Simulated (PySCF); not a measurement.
Input file for PySCF: D3(BJ) and D4 dispersion corrections on CH6BNO (SMILES CNBO).

```python
from pyscf import gto
from pyscf.dispersion import dftd3, dftd4

mol = gto.M(
    atom='''
    C    -1.41249335   -0.25247209   -0.17131523
    N    -0.10482911    0.35746545   -0.00569606
    B     1.12828794   -0.28956238   -0.18358899
    O     2.34765629    0.32228778   -0.01708488
    H    -1.99276316   -0.22667448    0.75554636
    H    -1.28333365   -1.29463474   -0.45847527
    H    -1.99559351    0.24357570   -0.95256384
    H    -0.13859108    1.33067787    0.26049639
    H     1.14374531   -1.44059806   -0.49847712
    H     2.30791433    1.24993496    0.23650139
    ''',
    basis='def2-svp',
    charge=0, spin=0, verbose=0, max_memory=1800)
d3, d4 = {}, {}
for xc in ['hf', 'pbe', 'blyp', 'revpbe', 'tpss', 'r2scan', 'b3lyp', 'pbe0', 'bhlyp', 'camb3lyp', 'b2plyp']:
    d3[xc] = float(dftd3.DFTD3Dispersion(mol, xc=xc, version='d3bj', atm=False).get_dispersion()['energy'])
    print(f'D3(BJ) {xc:10s} {d3[xc]:14.8f} Eh')
for xc in ['hf', 'pbe', 'blyp', 'revpbe', 'tpss', 'r2scan', 'b3lyp', 'pbe0', 'bhlyp', 'camb3lyp', 'b2plyp']:
    d4[xc] = float(dftd4.DFTD4Dispersion(mol, xc={'camb3lyp': 'cam-b3lyp'}.get(xc, xc), atm=True).get_dispersion()['energy'])
    print(f'D4     {xc:10s} {d4[xc]:14.8f} Eh')
```

The log:

```
D3(BJ) hf            -0.04601708 Eh
D3(BJ) pbe           -0.00543159 Eh
D3(BJ) blyp          -0.01120738 Eh
D3(BJ) revpbe        -0.01438266 Eh
D3(BJ) tpss          -0.00666482 Eh
D3(BJ) r2scan        -0.00147110 Eh
D3(BJ) b3lyp         -0.00907632 Eh
D3(BJ) pbe0          -0.00452156 Eh
D3(BJ) bhlyp         -0.00683246 Eh
D3(BJ) camb3lyp      -0.00384733 Eh
D3(BJ) b2plyp        -0.00401769 Eh
D4     hf            -0.01963070 Eh
D4     pbe           -0.00488537 Eh
D4     blyp          -0.01113700 Eh
D4     revpbe        -0.01792887 Eh
D4     tpss          -0.00662286 Eh
D4     r2scan        -0.00122506 Eh
D4     b3lyp         -0.00779199 Eh
D4     pbe0          -0.00404971 Eh
D4     bhlyp         -0.00525823 Eh
D4     camb3lyp      -0.00400576 Eh
D4     b2plyp        -0.00339404 Eh
```

The run finished.

Cost: about 0.03 core-seconds (a rough figure).
